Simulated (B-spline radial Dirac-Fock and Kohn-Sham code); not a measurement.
## Cs⁴⁴⁺: eigenvalues, ΔSCF and the reference

System: cesium as Cs⁴⁴⁺, [Ne] 3s1.

The density-functional columns are spherical, spin-unpolarised Dirac-Kohn-Sham results without Breit or QED terms: −ε is minus the orbital energy of the initial state and ΔSCF the difference of two total energies. The reference in the last column comes from Dirac-Fock (average of configuration) total-energy differences with a finite nucleus, the Breit interaction including its frequency dependence, and self-energy and vacuum-polarisation corrections. All numbers are from a radial atomic solver, in eV; a selection of levels is shown. For the 1s level of heavy atoms much of the gap between ΔSCF and the reference is the Breit and QED part, -130.1 eV here; for other levels the error of the functional can be larger.

```csv
level,LDA −ε,LDA ΔSCF,Dirac-Fock
L2 (2p1/2),8128.8,8254.2,8233.3
L3 (2p3/2),7762.6,7881.0,7870.8
M1 (3s),3447.3,3486.9,3484.6
```

For the outermost level NIST gives 3485 ± 4 eV (theoretical); the differences from it are LDA −ε -37.65, LDA ΔSCF +1.91, Dirac-Fock -0.43 eV.

Values without a named source are computed, but for edge energies of neutral atoms, which are taken from tables.
